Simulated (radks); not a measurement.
Results of a calculation; reference values are marked as such.
The tungsten ion W55+, 19 electrons, occupied as [Ar] 4s1 (not the ground configuration). Level of theory: Dirac Kohn-Sham, PBE, spin-unpolarised, spherical densities, finite nucleus; Fermi nuclear charge, rms radius 5.3658 fm (a radial shooting solver on a logarithmic mesh with Libxc functionals).

Unscreened Slater integrals over Kohn-Sham orbitals (hartree). Large and small components are both included. Empty in this configuration: 3d3/2.

\begin{tabular}{lr}
integral & value \\ \hline
F0(4s1/2,4s1/2) & 2.5160 \\
F0(4s1/2,3p3/2) & 3.0734 \\
G1(4s1/2,3p3/2) & 0.32396 \\
F0(4s1/2,3p1/2) & 3.1170 \\
G1(4s1/2,3p1/2) & 0.32976 \\
F0(4s1/2,3s1/2) & 3.0754 \\
G0(4s1/2,3s1/2) & 0.26014 \\
F0(4s1/2,3d3/2) & 3.1609 \\
G2(4s1/2,3d3/2) & 0.29753 \\
F0(3p3/2,3p3/2) & 4.7748 \\
F2(3p3/2,3p3/2) & 2.3755 \\
F0(3p3/2,3p1/2) & 4.9280 \\
G2(3p3/2,3p1/2) & 2.3819 \\
F0(3p3/2,3s1/2) & 4.7763 \\
G1(3p3/2,3s1/2) & 3.0841 \\
F0(3p3/2,3d3/2) & 5.0723 \\
F2(3p3/2,3d3/2) & 2.3847 \\
G1(3p3/2,3d3/2) & 2.4053 \\
G3(3p3/2,3d3/2) & 1.6352 \\
F0(3p1/2,3p1/2) & 5.1049 \\
F0(3p1/2,3s1/2) & 4.9287 \\
G1(3p1/2,3s1/2) & 3.0613 \\
F0(3p1/2,3d3/2) & 5.2710 \\
G1(3p1/2,3d3/2) & 2.7516 \\
F0(3s1/2,3s1/2) & 4.7890 \\
F0(3s1/2,3d3/2) & 5.0817 \\
G2(3s1/2,3d3/2) & 1.9353 \\
F0(3d3/2,3d3/2) & 5.5909 \\
F2(3d3/2,3d3/2) & 2.8812 \\
\end{tabular}
